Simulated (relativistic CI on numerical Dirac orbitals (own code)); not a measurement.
Sensitivity of the levels of Tl LIV to α and to the nuclear radius

Calculated at this level of theory: Dirac-Coulomb-Breit CI, separate exchange-only KLI orbitals for each configuration, derivatives by finite differences, unscaled Slater integrals, QED left out (own radial code, finite nucleus).

Configurations in the expansion (outside the closed core [Ne] 3s2): 3p⁶3d¹⁰, 3p⁶3d⁹4s, 3p⁶3d⁹4p, 3p⁶3d⁹4d, 3p⁵3d¹⁰4s, 3p⁶3d⁹4f, 3p⁵3d¹⁰4p, 3p⁶3d⁸4s². Levels of other configurations are missing.

With x = (α/α₀)² − 1 an excitation energy changes as ω = ω₀ + qx; K = 2q/ω₀ is the relative enhancement. Terms are leading LS components, so labels can repeat. The field-shift factor is F = δν/δ⟨r²⟩ for the transition from the lowest level.

Lowest level 3p⁶3d¹⁰ ¹S0.

| Level | ω₀ (cm⁻¹) | q (cm⁻¹) | K | F (GHz/fm²) |
| --- | --- | --- | --- | --- |
| 3p⁶3d⁹4s ³D3 | 15961278 | -2.568e+06 | -0.322 | 5130 |
| 3p⁶3d⁹4s ¹D2 | 15978976 | -2.564e+06 | -0.321 | 5120 |
| 3p⁶3d⁹4s ³D1 | 16790646 | -1.724e+06 | -0.205 | 5160 |
| 3p⁶3d⁹4s ³D2 | 16801572 | -1.724e+06 | -0.205 | 5160 |
| 3p⁶3d⁹4p ³P°2 | 16897641 | -2.368e+06 | -0.28 | 648 |
| 3p⁶3d⁹4p ³F°3 | 16908603 | -2.371e+06 | -0.28 | 642 |
| 3p⁶3d⁹4p ³F°2 | 17726971 | -1.53e+06 | -0.173 | 675 |
| 3p⁶3d⁹4p ³D°1 | 17758815 | -1.521e+06 | -0.171 | 674 |
| 3p⁶3d⁹4p ³F°4 | 18236301 | -665200 | -0.073 | 264 |
| 3p⁶3d⁹4p ¹D°2 | 18252111 | -667000 | -0.0731 | 275 |
| 3p⁶3d⁹4p ¹P°1 | 18262744 | -665000 | -0.0728 | 280 |
| 3p⁶3d⁹4p ³D°3 | 18282684 | -662100 | -0.0724 | 264 |
| 3p⁶3d⁹4p ³P°0 | 19035004 | 183500 | 0.0193 | 300 |

At this charge energies of transitions that change n are usually good to better than 1 %, and those within a shell (Δn = 0) to a few per cent.
